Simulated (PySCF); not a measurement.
C3H9As.
SMILES with atom numbers: `[CH3:1][As:2]([CH3:3])[CH3:4]` (hydrogens: H5, H6, H7 on C1; H8, H9, H10 on C3; H11, H12, H13 on C4)

Computed by this run: PBE0-D3(BJ)/def2-SVP geometry optimisation, gas phase in PySCF; density fitting, grid level 1; the optimiser is geomeTRIC in internal coordinates, started from a GFN2-xTB structure.

Step 0: E = -64078.3633 eV
```
atom  x, y, z in Å  |  force x, y, z in eV/Å
C1     -0.4222    1.6186    0.3912    0.059  -0.393   0.118
As2    -0.2103   -0.2124    1.0998    0.029   0.027  -0.148
C3      1.5938   -0.5276    0.3605   -0.387   0.078   0.125
C4     -1.2044   -1.1234   -0.3432    0.231   0.212   0.279
H5     -0.1634    1.6559   -0.6659    0.102   0.004  -0.409
H6      0.2215    2.3097    0.9334    0.240   0.192   0.237
H7     -1.4517    1.9531    0.5109   -0.377   0.059   0.083
H8      1.6329   -0.2540   -0.6929    0.003   0.106  -0.405
H9      1.8646   -1.5779    0.4595    0.034  -0.377   0.075
H10     2.3315    0.0626    0.9024    0.207   0.222   0.237
H11    -0.8622   -0.7860   -1.3204    0.137   0.136  -0.372
H12    -1.0644   -2.2014   -0.2766    0.082  -0.369   0.088
H13    -2.2701   -0.9165   -0.2551   -0.362   0.103   0.093
```

**Question.** Estimate the geometry and energy of step 1. (The exact step hangs on the optimiser's Hessian estimate; all steps are aligned on step 0, rigid shifts and turns removed.)

**Answer.** E = -64078.3884 eV, largest force 0.089 eV/Å
```
atom  x, y, z in Å  |  force x, y, z in eV/Å
C1     -0.4197    1.6163    0.3882   -0.014   0.081  -0.029
As2    -0.2073   -0.2087    1.0833   -0.003  -0.003   0.020
C3      1.5899   -0.5273    0.3570    0.083  -0.014  -0.030
C4     -1.2005   -1.1188   -0.3462   -0.048  -0.047  -0.059
H5     -0.1618    1.6727   -0.6816   -0.005  -0.005   0.028
H6      0.2287    2.3069    0.9495   -0.019  -0.034  -0.006
H7     -1.4626    1.9433    0.5221    0.034  -0.019   0.004
H8      1.6457   -0.2613   -0.7108   -0.004  -0.006   0.028
H9      1.8562   -1.5892    0.4755   -0.022   0.034   0.006
H10     2.3260    0.0730    0.9140   -0.032  -0.019  -0.008
H11    -0.8694   -0.7868   -1.3432   -0.004  -0.005   0.028
H12    -1.0526   -2.2069   -0.2642   -0.003   0.038   0.008
H13    -2.2770   -0.9125   -0.2398    0.039  -0.002   0.010
```

The energy changes by -0.0251 eV. The first-order estimate −F·Δx gives -0.0531 eV and the mean of the old and new forces, exact on a quadratic surface, -0.0249 eV. The step makes an angle of 54° with the force vector and moves no atom by more than 0.024 Å.

What follows is the cost of the whole optimisation. The run took 22 s wall on Arm Neoverse V2, one thread, no GPU, shared host, and the process peaked at 0.49 GiB of memory.
